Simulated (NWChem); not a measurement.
System: Si2H6S; SMILES [SiH3]S[SiH3]

Computed with NWChem. All runs use the structure optimised with PBE0/def2-SVP. B3LYP is NWChem's, with the RPA form of VWN correlation. Core excitations by TDA in a window of 1s orbitals, non-relativistic and unshifted: absolute energies depend strongly on the exact-exchange share.

Question: Predict the results for S K edge, B3LYP/def2-TZVP. Quantities: first 1s excitation (eV); dipole oscillator strength of the first; first state with f > 0.002 (eV); dipole oscillator strength of that state.

Answer: 
```
Item                                       Value
----------------------------------------  ------
first 1s excitation (eV)                  2415.7
dipole oscillator strength of the first   0.0018
first state with f > 0.002 (eV)           2416.0
dipole oscillator strength of that state  0.0032
```
